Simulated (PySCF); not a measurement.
Si(Br)(Me) (CH3BrSi), SMILES [Si](C)Br (connectivity only; charge and spin as stated), neutral, multiplicity 1. The structure is a stationary point at PBE-D3(BJ)/def2-TZVP.

TDA-B3LYP/def2-SVPD (PySCF) puts the lowest singlet excitations at 2.92, 4.38, 4.96, 5.43, 5.58, 6.18 eV.

**Question.** What are the lowest excitation roots from ADC(2)/aug-cc-pVDZ run with PySCF? (An estimate is asked for; the answer gives what the named calculation found.)

**Answer.** 2.88, 4.83, 5.15, 5.64, 5.89, 6.06 eV. S1 differs by -0.03 eV (second minus first; roots are paired by order, and the bases may differ).
